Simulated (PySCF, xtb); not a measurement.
AlOBr, SMILES [O]=[Al][Br].

xtb with GFN2-xTB at its own geometry gives an orbital gap of 3.66 eV and a dipole moment of 1.47 D.

Coordinates come from a r2SCAN-D4/def2-TZVP optimisation.

What does PySCF with PBE/def2-TZVPD give? (The exact figures need the calculation; the answer reports its results.)

gap 3.01 eV (levels -6.55 and -3.55 eV), dipole 4.08 D.
